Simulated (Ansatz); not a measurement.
Mulliken charges of CH5SeSi (`C[SiH2][Se]`) radical from PBE/def2-TZVPP in Ansatz (PBE0-D4/def2-TZVP geometry).

```json
{"atom": "C1", "x (Å)": "-0.627", "y (Å)": "0.790", "z (Å)": "-0.201", "charge (e)": "-0.350"}
{"atom": "Si2", "x (Å)": "0.497", "y (Å)": "-0.685", "z (Å)": "-0.004", "charge (e)": "0.277"}
{"atom": "Se3", "x (Å)": "1.544", "y (Å)": "-0.774", "z (Å)": "2.009", "charge (e)": "-0.172"}
{"atom": "H4", "x (Å)": "-1.124", "y (Å)": "0.759", "z (Å)": "-1.175", "charge (e)": "0.109"}
{"atom": "H5", "x (Å)": "-0.059", "y (Å)": "1.720", "z (Å)": "-0.135", "charge (e)": "0.110"}
{"atom": "H6", "x (Å)": "-1.390", "y (Å)": "0.799", "z (Å)": "0.580", "charge (e)": "0.114"}
{"atom": "H7", "x (Å)": "1.525", "y (Å)": "-0.705", "z (Å)": "-1.079", "charge (e)": "-0.047"}
{"atom": "H8", "x (Å)": "-0.274", "y (Å)": "-1.960", "z (Å)": "-0.050", "charge (e)": "-0.042"}
```

Task: By hand: the dipole of these point charges (1 e Å = 4.8032 D).

Result: Σ q r = (-0.256, 0.145, -0.300) e Å, of length 0.420 e Å = 2.02 D.

Task: How does the dipole of the full density compare? (An estimate is asked.)

Result: Ansatz gave: (-0.212, 0.150, -0.222) e Å, 1.64 D; the point charges give 1.23 times that, at 7° from its direction.

Point charges leave out the atoms' own dipoles, such as those of lone pairs, and Mulliken's split depends on the basis, so the two needn't agree.
